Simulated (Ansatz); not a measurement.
`[AlH2][SiH2][SiH3]` + `O[Si]1(O)CO1` → `O[Si]1(O[SiH3])CO1` + `[AlH2][SiH3]`  (cleavage of the Si–Si bond)

Isolated molecules relaxed with PBE0-D4/def2-TZVP in Ansatz; ΔE leaves out vibrations. CBS: MP2 limit from def2 TZ/QZ plus the TZ coupled-cluster correction, frozen cores. This one scheme is used for every species. DFT in def2-TZVPP. B3LYP here is the variant with VWN-RPA as its local correlation; programs differ in this. Each species was taken in one conformer, which may not be the lowest.

CCSD(T)/CBS gives -90.6 kJ/mol.

Problem. Another level gave -92.7 kJ/mol. Which?
A. SCS-MP2/def2-TZVPP
B. PBE0/def2-TZVPP
C. r2SCAN/def2-TZVPP
D. B3LYP-D4/def2-TZVPP

Solution. D. B3LYP-D4 -92.7, PBE0 -71.8, SCS-MP2/def2-TZVPP -102.7, r2SCAN -81.4 kJ/mol.

Largest T1 diagnostic among the species: 0.013.

From PBE to PBE0 (25 % exact exchange), in def2-TZVPP and without D4, ΔE moves by −8.4 kJ/mol. In def2-TZVPP, CCSD(T) changes the Hartree–Fock value by +29.8 kJ/mol (the triples alone add +4.4 kJ/mol) and MP2 by +25.0 kJ/mol.
